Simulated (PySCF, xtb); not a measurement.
CH₆FNOSi₂, SMILES N[Si@@H]1OC[Si@@H]1F.

GFN2-xTB (xtb 6.7.1) at its own geometry gives an orbital gap of 3.99 eV and a dipole moment of 2.16 D.

The structure is a stationary point at PBE0-D3(BJ)/def2-SVP. The structure was generated by enumeration; whether it is a known compound was not checked. One conformer was computed; it need not be the lowest.

Question: What does PBE/def2-TZVP (PySCF) give? (Estimate from the structure and the level; the computed values follow.)

Answer: gap 4.71 eV (levels -6.19 and -1.48 eV), dipole 1.09 D.
